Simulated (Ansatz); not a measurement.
# How methods differ on GaH2O (SMILES [O][GaH2])

The species is GaH2O (4 atoms), meant as a doublet with charge 0. As SMILES, `[O][GaH2]`. Geometry: relaxed at PBE0-D4/def2-TZVP.

Each level gives the electronic atomisation energy (eV). The values are calculated. Electronic energies at fixed atoms, without zero-point motion or spin-orbit coupling.

```json
{"level": "UHF/STO-3G", "kind": "Hartree–Fock", "program": "Ansatz", "value (eV)": "6.97", "CPU time (all runs)": "2.8 s"}
{"level": "U-revPBE/STO-3G", "kind": "GGA", "program": "Ansatz", "value (eV)": "14.45", "CPU time (all runs)": "12 s"}
{"level": "UB3LYP/STO-3G", "kind": "global hybrid", "program": "Ansatz", "value (eV)": "13.31", "CPU time (all runs)": "17 s"}
{"level": "UBHLYP/STO-3G", "kind": "global hybrid", "program": "Ansatz", "value (eV)": "10.91", "CPU time (all runs)": "14 s"}
{"level": "UPBE0/STO-3G", "kind": "global hybrid", "program": "Ansatz", "value (eV)": "12.61", "CPU time (all runs)": "11 s"}
{"level": "UCAM-B3LYP/STO-3G", "kind": "range-separated hybrid", "program": "Ansatz", "value (eV)": "12.96", "CPU time (all runs)": "17 s"}
{"level": "UB2PLYP/STO-3G", "kind": "double hybrid", "program": "Ansatz", "value (eV)": "10.91", "CPU time (all runs)": "23 s"}
{"level": "UCCSD/STO-3G", "kind": "coupled cluster or CI", "program": "Ansatz", "value (eV)": "9.62", "CPU time (all runs)": "4.4 s"}
```

All-electron rows without a relativistic Hamiltonian named are non-relativistic. The values span 6.97 to 14.45 eV. Spin contamination of the reference (⟨S²⟩ at least 0.1 too high) touches UHF/STO-3G, U-revPBE/STO-3G, UB3LYP/STO-3G, UBHLYP/STO-3G, UPBE0/STO-3G, UCAM-B3LYP/STO-3G, UB2PLYP/STO-3G, UCCSD/STO-3G. All rows use very small basis sets, so none should be taken for the real molecule's value. In the correlated wave-function rows the outer d shell of Ga is correlated, in sets not made for it. Times are those of the runs behind each value, whatever else they computed, on shared processors of several kinds: orders of magnitude only.
